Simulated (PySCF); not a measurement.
Cartesian coordinates in Å; atom numbers follow the order of the lines, from 1:
```xyz
18

C     3.3921   -0.3892   -0.6772
C     2.5896    0.3506    0.0727
N     1.2135    0.2202    0.0676
N     0.4407    0.9760    0.8298
C    -0.7942    0.5830    0.5701
C    -1.9968    1.1673    1.2099
C    -0.7206   -0.4534   -0.3933
C    -1.8285   -1.2208   -1.0096
N     0.5548   -0.6485   -0.6795
H     4.4575   -0.2592   -0.6460
H     2.9919   -1.1390   -1.3360
H     2.9252    1.1179    0.7538
H    -2.6575    1.5916    0.4545
H    -1.6977    1.9468    1.9044
H    -2.5497    0.3978    1.7480
H    -2.3988   -1.7416   -0.2411
H    -2.5057   -0.5484   -1.5354
H    -1.4245   -1.9447   -1.7109
```

Method: shieldings: GIAO PBE0/pcSseg-1, coordinates at the GFN2-xTB level, in PySCF (no solvent model, one computed conformer, non-relativistic Hamiltonian, rapidly exchanging positions averaged).

δ = σ(ref) − σ, references computed at the same level: TMS for $^{13}$C and $^{1}$H; $^{15}$N against NH3.

| atoms | nucleus | count | Hirshfeld charge | δ (ppm) |
| --- | --- | --- | --- | --- |
| C1 | $^{13}$C | 1 | -0.11 | 105.9 |
| H13/H14/H15/H16/H17/H18 | $^{1}$H | 6 | 0.05 | 2.43 |
| N4/N9 | $^{15}$N | 2 | -0.13 | 356.9 |
| C5/C7 | $^{13}$C | 2 | 0.03 | 148.7 |
| C2 | $^{13}$C | 1 | 0.00 | 139.1 |
| H10 | $^{1}$H | 1 | 0.05 | ? |
| H12 | $^{1}$H | 1 | 0.06 | ? |
| N3 | $^{15}$N | 1 | 0.09 | 279.2 |
| H11 | $^{1}$H | 1 | 0.04 | 6.26 |
| C6/C8 | $^{13}$C | 2 | -0.11 | ? |

Question: Complete the table.

Answer: 
- C6/C8: 12.6 ppm, methyl carbon on an aromatic ring; a saturated carbon with 1 carbon neighbour and no heteroatom attached
- H12: 7.25 ppm, hydrogen on an alkene CH; olefinic region
- H10: 5.07 ppm, hydrogen on a terminal =CH2 carbon; a vinylic proton, deshielded by the sp2 carbon and the C=C anisotropy

Shifts are as computed. Against solution values, carbons near 30 ppm lie about +3 ppm off and those near 130 ppm about +5 ppm. Of 1211 compounds with measured shifts, 218 miss one by over three times the rms of a fit or turn the order of signals round; such compounds aren't used in these exercises. Experimental scales use liquid or dissolved standards, which lie at an offset from isolated NH3 (liquid NH3: subtract about 20 ppm). Unscaled 15N shifts of sp2 nitrogen come out 20 to 40 ppm too high even then.
